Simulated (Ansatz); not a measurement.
The cluster CuSe₅. The state is a doublet with charge 0. Geometry relaxed at PBE-D4/def2-SVP.

Cartesian coordinates in Å:
```
Cu -0.009 -1.435 0.572
Se -1.631 0.775 -1.240
Se 1.578 -0.509 1.900
Se 0.707 1.077 -1.446
Se -1.964 -1.480 -0.572
Se 1.320 1.573 0.785
```

The structure comes from a short search, and lower isomers may exist.

**Question.** Estimate the harmonic wavenumbers at UKS PBE-D4/def2-SVP (Ansatz, unscaled). Is this a minimum?

**Answer.** 36, 76, 85, 86, 94, 123, 200, 209, 252, 255, 262, 317 cm⁻¹. Yes, no mode is imaginary beyond noise. Zero-point energy 11.9 kJ/mol. Hardware: 4 threads of Arm Neoverse V2 on a shared host. Wall time 2.3 min.
